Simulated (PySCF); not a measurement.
C6H14Te, SMILES CC([Te]C(C)C)C. Atoms are numbered in the order given.

```xyz
21

C      1.7444     1.4343     1.2127
C      1.5701    -0.0568     0.9536
C      2.8636    -0.7399     0.5180
Te     0.0351    -0.4661    -0.5951
C     -1.6379     0.5010     0.5005
C     -1.8572     1.9399     0.0420
C     -2.8956    -0.3565     0.3796
H      2.0828     1.9646     0.2990
H      2.5097     1.5961     2.0051
H      0.8079     1.9150     1.5580
H      1.1668    -0.5594     1.8570
H      2.7298    -1.8293     0.3636
H      3.6480    -0.6015     1.2937
H      3.2541    -0.3037    -0.4254
H     -1.2717     0.4823     1.5489
H     -0.9444     2.5575     0.1463
H     -2.1651     1.9790    -1.0232
H     -2.6651     2.4161     0.6423
H     -2.7387    -1.3818     0.7666
H     -3.2319    -0.4395    -0.6755
H     -3.7309     0.1069     0.9500
```
Charge 0, spin multiplicity 1.

The structure is a stationary point at PBE-D3(BJ)/def2-SVP. The def2 effective core potentials stand for the cores of Te; spin–orbit coupling is left out. Other conformers were not sampled.

All values below come from PySCF with ωB97X/def2-SVP.

ESP charges are fitted to the potential on shells at 1.4 to 2.0 van der Waals radii. Atomic charges (e):

```
atom  Löwdin  Mulliken  ESP fit
----  ------  --------  -------
C1     -0.07      0.01    -0.39
C2         ?     -0.32     0.18
C3     -0.07     -0.02    -0.45
Te4     0.24      0.10    -0.26
C5         ?     -0.34     0.40
C6     -0.07      0.02    -0.58
C7     -0.07      0.00    -0.56
H8         ?      0.04     0.10
H9         ?      0.03     0.12
H10        ?      0.03     0.11
H11        ?      0.06     0.04
H12        ?      0.05     0.13
H13        ?      0.03     0.12
H14        ?      0.04     0.16
H15        ?      0.06     0.02
H16        ?      0.03     0.13
H17        ?      0.03     0.15
H18        ?      0.03     0.14
H19        ?      0.05     0.11
H20        ?      0.03     0.19
H21        ?      0.03     0.14
```

Q: What belongs in the gaps? (Estimate from the structure and the level; the computed values follow.)

A: 
- C2, Löwdin: -0.16
- C5, Löwdin: -0.16
- H8, Löwdin: 0.03
- H9, Löwdin: 0.03
- H10, Löwdin: 0.02
- H11, Löwdin: 0.02
- H12, Löwdin: 0.03
- H13, Löwdin: 0.03
- H14, Löwdin: 0.03
- H15, Löwdin: 0.02
- H16, Löwdin: 0.02
- H17, Löwdin: 0.03
- H18, Löwdin: 0.03
- H19, Löwdin: 0.03
- H20, Löwdin: 0.03
- H21, Löwdin: 0.03

Computed Mayer and Wiberg (Löwdin basis) orders of the bonds:
| bond | Mayer | Wiberg |
|---|---|---|
| C1–C2 | 1.02 | 1.07 |
| C2–C3 | 1.04 | 1.07 |
| C2–Te4 | 1.00 | 1.02 |
| Te4–C5 | 0.99 | 1.01 |
| C5–C6 | 1.02 | 1.07 |
| C5–C7 | 1.04 | 1.07 |
| C1–H8 | 0.97 | 0.96 |
| C1–H9 | 0.96 | 0.95 |
| C1–H10 | 0.97 | 0.96 |
| C2–H11 | 0.94 | 0.94 |
| C3–H12 | 0.97 | 0.96 |
| C3–H13 | 0.97 | 0.95 |
| C3–H14 | 0.98 | 0.96 |
| C5–H15 | 0.94 | 0.94 |
| C6–H16 | 0.97 | 0.96 |
| C6–H17 | 0.97 | 0.96 |
| C6–H18 | 0.97 | 0.95 |
| C7–H19 | 0.97 | 0.96 |
| C7–H20 | 0.98 | 0.96 |
| C7–H21 | 0.97 | 0.95 |
